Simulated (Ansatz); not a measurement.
Stepwise reaction of `O[SiH2][SiH2]Cl` with hydrogen chloride, as a gas-phase model of exchange steps in deposition or etching. ΔE in kJ/mol.

Isolated molecules relaxed with PBE0-D4/def2-TZVP in Ansatz; ΔE leaves out vibrations. CCSD(T)/CBS adds triple-zeta CCSD(T) − MP2 to the extrapolated MP2 energy (def2 sets, frozen cores). This one scheme is used for every species. Functionals use def2-TZVPP. B3LYP here is the variant with VWN-RPA as its local correlation; programs differ in this. One conformer a species, not always the lowest.

| step | reaction | PBE-D4 | B3LYP-D4 | ωB97M-V | CCSD(T)/CBS |
| --- | --- | --- | --- | --- | --- |
| 2 | `O[SiH2][SiH](Cl)Cl` + HCl → `O[SiH](Cl)[SiH](Cl)Cl` + H₂ | -90.7 | -89.6 | -90.3 | -88.9 |

Give the row of step 1, `O[SiH2][SiH2]Cl` + HCl → `O[SiH2][SiH](Cl)Cl` + H₂. (An estimate is asked.)

Computed: 
```
step                                             reaction  PBE-D4  B3LYP-D4  ωB97M-V  CCSD(T)/CBS
   1  `O[SiH2][SiH2]Cl` + HCl → `O[SiH2][SiH](Cl)Cl` + H₂   -81.5     -80.3    -80.6        -79.6
```

By hand: ΔE of the 2 steps together at CCSD(T)/CBS.

(-79.6) + (-88.9) = -168.5 kJ/mol, or -84.2 kJ/mol a step.

In ΔE each step is lower than the one before. All are downhill at CCSD(T)/CBS. PBE-D4 differs from CCSD(T)/CBS by -1.9 to -1.8 kJ/mol a step. Isolated molecules leave out the surface, adducts and barriers. Largest T1 diagnostic: 0.011.
